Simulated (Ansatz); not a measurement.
`BC[SiH2]F` + `[CH3][SnH2][CH2]Cl` → `BC[SiH](F)Cl` + `[CH3][SnH2][CH3]`  (redistribution)

Program: Ansatz. Geometries: PBE0-D4/def2-TZVP. ΔE: electronic, gas phase. CCSD(T)/CBS is the MP2 limit (def2-TZVPP, def2-QZVPP) plus CCSD(T) − MP2 in def2-TZVPP, frozen cores. DFT in def2-TZVPP. Elements past krypton have def2 core potentials. For Sn outer-core shells are correlated without core-valence functions, which leaves a few kJ/mol of doubt a bond. Each species was taken in one conformer, which may not be the lowest.

`BC[SiH2]F`:

Z-matrix (Å, degrees):
```
C
Si 1 1.871
B 1 1.537 2 111.4
H 1 1.096 2 103.5 3 -122.4
H 1 1.096 2 103.5 3 122.4
F 2 1.602 1 107.7 3 -179.6
H 2 1.482 1 111.8 3 -61.9
H 2 1.482 1 111.7 3 62.7
H 3 1.197 1 120.7 2 88.6
H 3 1.197 1 120.7 2 -88.5
```

`[CH3][SnH2][CH2]Cl`:

Cartesian coordinates in Å:
```
C -0.761 -1.574 0.334
Sn 0.852 -0.180 0.260
C 0.118 1.636 -0.656
Cl -1.352 2.197 0.186
H -1.621 -1.097 0.804
H -0.477 -2.453 0.914
H -1.032 -1.886 -0.674
H 2.152 -0.771 -0.689
H 1.416 0.215 1.824
H -0.147 1.473 -1.700
H 0.852 2.438 -0.601
```

`BC[SiH](F)Cl`:

```xyz
10

B     0.673   -1.409    0.211
C    -0.490   -0.429    0.471
Si   -0.248    1.151   -0.471
F    -1.388    2.178   -0.046
Cl    1.549    2.006   -0.013
H     1.583   -1.497    0.980
H     0.696   -2.064   -0.791
H    -0.604   -0.129    1.518
H    -1.448   -0.791    0.075
H    -0.321    0.984   -1.935
```

`[CH3][SnH2][CH3]`:

Z-matrix (Å, degrees):
```
C
Sn 1 2.142
H 1 1.091 2 110.0
H 1 1.090 2 110.4 3 120.1
H 1 1.090 2 110.0 3 -119.9
C 2 2.142 1 109.9 3 59.9
H 2 1.714 1 109.6 3 -179.6
H 2 1.715 1 109.6 3 -60.7
H 6 1.091 2 110.0 1 60.1
H 6 1.091 2 110.0 1 -59.8
H 6 1.090 2 110.4 1 -179.8
```

| level | ΔE (kJ/mol) | difference from CCSD(T)/CBS |
| --- | --- | --- |
| r2SCAN-D4 | -188.8 | -4.9 |
| PBE0-D4 | -184.0 | -0.1 |
| PBE0 | -183.6 | 0.3 |
| HF/def2-TZVPP | -186.4 | -2.5 |
| SCS-MP2/def2-TZVPP | -183.3 | 0.6 |
| CCSD/def2-TZVPP | -184.3 | -0.4 |
| HF/def2-QZVPP | -186.4 | -2.5 |
| MP2/def2-QZVPP | -189.5 | -5.6 |
| SCS-MP2/def2-QZVPP | -184.0 | -0.1 |
| HF/CBS(def2) | -186.4 | -2.5 |
| CCSD(T)/CBS | -183.9 | 0 |

Largest T1 diagnostic among the species: 0.011.

From PBE to PBE0 (25 % exact exchange), in def2-TZVPP and without D4, ΔE moves by −5.3 kJ/mol.
